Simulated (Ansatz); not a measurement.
Reaction: H5Si2O (SMILES O[SiH][SiH3], doublet) → H5Si2O (SMILES [SiH2]O[SiH3], doublet)
Each species at its own B3LYP-D3(BJ)/def2-TZVP minimum (Ansatz, a quantum-chemistry and plane-wave program), one conformer.

Total energies in hartree (Ansatz). Open shells are spin-unrestricted; no spin-orbit coupling. Cores are frozen in correlated methods. No relativity.

| species | HF/cc-pV(T+d)Z | CCSD(T)/cc-pV(T+d)Z | HF/cc-pV(Q+d)Z | CCSD(T)/cc-pV(Q+d)Z | CCSD(T)/cc-pV(D+d)Z | CCSDT(Q)/cc-pV(D+d)Z |
|---|---|---|---|---|---|---|
| 1: H5Si2O (SMILES [SiH](O)[SiH3], doublet) | -655.70074 | -656.23319 | -655.71480 | -656.28123 | -656.07248 | -656.07469 |
| 2: H5Si2O (SMILES O([SiH2])[SiH3], doublet) | -655.74910 | -656.26950 | -655.76390 | -656.31785 | -656.10496 | -656.10679 |

### Question
Work out the isomerisation energy (electronic) in kcal/mol: take Hartree-Fock from cc-pV(Q+d)Z, extrapolate the CCSD(T) correlation energy as X^-3 (X = 3, 4), and add CCSDT(Q) - CCSD(T) in cc-pV(D+d)Z. 1 hartree = 627.51 kcal/mol.

### Answer

Species 1: correlation (64·(-0.56643) - 27·(-0.53245))/37 = -0.59123; step -0.00221; E1 = -655.71480 + (-0.59123) + (-0.00221) = -656.30824
Species 2: correlation (64·(-0.55395) - 27·(-0.52040))/37 = -0.57843; step -0.00183; E2 = -655.76390 + (-0.57843) + (-0.00183) = -656.34416
-1·E1 +1·E2 = -0.03592 hartree = -22.5 kcal/mol.
